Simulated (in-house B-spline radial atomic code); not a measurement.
The arsenic ion As³⁺ is squeezed into an impenetrable sphere of radius R (the orbitals vanish at R). No spin polarisation. Level of theory: scalar-relativistic (X2C) PBE, spherical fractional occupations, Fermi nucleus of rms radius 4.0968 fm; calculated with a radial B-spline atomic code at the basis-set limit.

Energies in eV above the free ion in [Ar] 3d10 4s2:

| R (bohr) | highest level (eV) | [Ar] 3d10 4s2 | [Ar] 3d10 4s1 4f1 | [Ar] 3d9 4s2 4f1 |
| --- | --- | --- | --- | --- |
| 8.94 | -44.4 | 0 | 36.67 | 73.8 |
| 5.95 | -44.4 | 0.002135 | 38.31 | 75.28 |
| 4.84 | -44.3 | 0.05333 | 41.19 | 77.9 |
| 3.97 | -43.9 | 0.5539 | 46.7 | 83.06 |
| 3.38 | -42.4 | 2.442 | 54.74 | 91.06 |
| 2.85 | -38.4 | 8.811 | 69.59 | 107.2 |
| 2.73 | -36.6 | 11.76 | 74.91 | 113.3 |
| 2.24 | -22.1 | 39.2 | 113.2 | 159.7 |
| 1.63 | 49.8 | 209 | 285.6 | 379.5 |
| 1.47 | 99.2 | 345.7 | 411.4 | 539.2 |

Q: Does [Ar] 3d10 4s1 4f1 fall below [Ar] 3d10 4s2 under compression?

A: No, it stays above over the whole range.

Q: Does [Ar] 3d9 4s2 4f1 fall below [Ar] 3d10 4s2 under compression?

A: No, it stays above over the whole range.

The highest level is first positive in the row R = 1.63 bohr, pushed up by confinement above the zero of the free ion's potential. Each configuration is held fixed and needn't be the lowest in the sphere.
